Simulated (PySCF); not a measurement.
How methods differ on the ionisation energy of Ne²⁺

Ne²⁺ [He] 2s2 2p4 (3P) → Ne³⁺ [He] 2s2 2p3 (4S), as a difference of total energies. All numbers are calculated (PySCF 2.14, the spin-free X2C one-electron Hamiltonian (Gaussian nucleus), in ANO-RCC-VTZP). Correlated levels: valence: 1s2 frozen; valence and next inner shell: nothing frozen. The calculations carry no spin-orbit coupling.

```csv
method,ionisation energy (eV)
UHF,61.849
LDA,63.617
PBE,63.879
PBE0,63.735
r2SCAN,63.616
TPSSh,63.913
wB97M-V,63.575
HSE06,63.788
wB97X-V,63.598
ROHF,61.798
MP2 (valence),63.029
SCS-MP2 (valence),63.130
MP2 (valence and next inner shell),63.046
SCS-MP2 (valence and next inner shell),63.137
```

**Question.** How much does correlation contribute at MP2 (valence and next inner shell)?

**Answer.** 63.046 − (61.849) = 1.197 eV, measured against UHF.

A first-order spin-orbit estimate (lowest level to lowest level, LS coupling) adds 0.038 eV.

Errors of the correlated levels include the incompleteness of this basis and the frozen core.

For comparison: 63.423 eV (measured; NIST Atomic Spectra Database, ionization energies).
